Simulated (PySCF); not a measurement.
Al(Cl)2(Et) (C2H5AlCl2), SMILES C[CH2][Al]([Cl])[Cl].

The structure is a stationary point at ωB97X-D3(BJ)/def2-SVP. The structure was generated by enumeration; whether it is a known compound was not checked. Other conformers were not sampled.

Computed with TDDFT-PBE0/def2-SVPD run with PySCF.

Vertical excitations. Isolated molecule, no solvent.

Task: List the lowest excited states. (An estimate is asked for; the answer gives what the named calculation found.)

Result: 
| state | energy (eV) | λ (nm) | f | main pairs |
|---|---|---|---|---|
| S1 | 6.09 | 203 | 0.005 | HOMO→LUMO 99 % |
| S2 | 6.55 | 189 | 0.144 | HOMO→LUMO+1 98 % |
| S3 | 6.78 | 183 | 0.000 | HOMO−1→LUMO 99 % |
| S4 | 7.07 | 175 | 0.012 | HOMO−1→LUMO+1 90 % |
| S5 | 7.30 | 170 | 0.000 | HOMO−2→LUMO+1 97 % |
| S6 | 7.38 | 168 | 0.070 | HOMO−2→LUMO 86 % |
| S7 | 7.44 | 167 | 0.000 | HOMO−4→LUMO 65 %, HOMO−3→LUMO 33 % |
| S8 | 7.71 | 161 | 0.004 | HOMO−4→LUMO+1 54 %, HOMO−3→LUMO+1 29 % |
| S9 | 7.74 | 160 | 0.062 | HOMO−3→LUMO 56 %, HOMO−4→LUMO 27 % |
| S10 | 7.76 | 160 | 0.081 | HOMO−3→LUMO+1 60 %, HOMO−4→LUMO+1 36 % |
| T1 | 5.64 | 220 | 0 | HOMO→LUMO 98 % |
| T2 | 5.90 | 210 | 0 | HOMO→LUMO+1 93 % |
| T3 | 6.65 | 186 | 0 | HOMO−1→LUMO 99 % |
| T4 | 6.72 | 184 | 0 | HOMO−2→LUMO 95 % |
Triplets are in the Tamm–Dancoff approximation, which puts them higher than full response would, so one can lie above its singlet here.
